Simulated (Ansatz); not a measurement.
The cluster B2F4. The state is a singlet with charge 0. Geometry PBE0-D4/def2-SVP; atoms count from 1.

```xyz
6

B    -0.445    0.115    0.729
B     0.445   -0.115   -0.728
F     0.160   -1.091   -1.567
F    -1.587    0.772    0.744
F     1.445    0.677   -1.060
F    -0.018   -0.358    1.882
```

The structure comes from a short search, and lower isomers may exist.

Q: Estimate the Mulliken populations from the PBE0/def2-TZVP orbitals of Ansatz.

A: 
| atom | charge (e) |
| --- | --- |
| B1 | 0.43 |
| B2 | 0.43 |
| F3 | -0.21 |
| F4 | -0.21 |
| F5 | -0.21 |
| F6 | -0.21 |
Mulliken values depend strongly on the basis.

Q: And the Mayer bond orders between heavy atoms (over 0.3)?

A: B1–B2 0.91 (1.72 Å); B1–F4 1.24 (1.32 Å); B1–F6 1.24 (1.32 Å); B2–F3 1.24 (1.32 Å); B2–F5 1.24 (1.32 Å).
